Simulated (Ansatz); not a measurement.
cis-Zr(PH3)2Cl4 (ZrP2H6Cl4), relaxed as a singlet with RKS PBE-D4/def2-SVP in Ansatz, starting from the GFN2-xTB geometry. Force threshold 0.02 eV/Å.

In the def2 sets Zr takes a core potential; there is no spin–orbit coupling.

Start:

Cartesian coordinates in Å:
```
Cl 2.8791 0.6862 1.2441
Cl -0.0681 2.3729 2.1526
Cl -0.0647 -1.1944 1.9530
Cl 0.6148 1.7836 -1.2930
P -2.0789 0.3867 0.3342
P 1.3963 -1.1372 -1.1654
Zr 0.6390 0.6904 0.7694
H -2.7129 0.5772 1.5562
H -2.6756 -0.8487 0.1194
H -3.0486 1.0839 -0.3854
H 0.7497 -1.2309 -2.3912
H 1.7848 -2.4752 -1.1640
H 2.5851 -0.6944 -1.7299
```

Estimate the energy that the relaxation releases and the steps that it takes.

57.2 kJ/mol, in 15 steps; 30 s on 4 threads of Arm Neoverse V2 on a shared host. The force fell under the threshold at step 11, but the optimiser went on. No frequencies were taken in this run, so the end may be a saddle point.

Does the start keep its bonding and symmetry?

By distances, no bond broke or formed. The bond that changes most is Cl3–Zr7, from 2.33 to 2.42 Å (atoms count from 1). Point group C2 at the start, C2v at the end, both within 0.05 Å; within 0.015 Å the end is C2.

Predict the relaxed structure.


```
atom   x (Å)   y (Å)   z (Å)
 Cl1   3.101   0.833   1.129
 Cl2  -0.144   2.382   2.427
 Cl3   0.220  -1.255   2.046
 Cl4   0.506   2.042  -1.174
  P5  -2.004   0.410   0.247
  P6   1.308  -1.165  -1.084
 Zr7   0.743   0.808   0.894
  H8  -2.909  -0.041   1.258
  H9  -2.354  -0.551  -0.756
 H10  -2.774   1.500  -0.265
 H11   0.224  -1.764  -1.804
 H12   1.968  -2.375  -0.703
 H13   2.114  -0.824  -2.214
```
Bond lengths: 4 × Cl–Zr 2.37 to 2.42 Å; 2 × P–Zr 2.85 Å; 6 × H–P 1.43 Å.
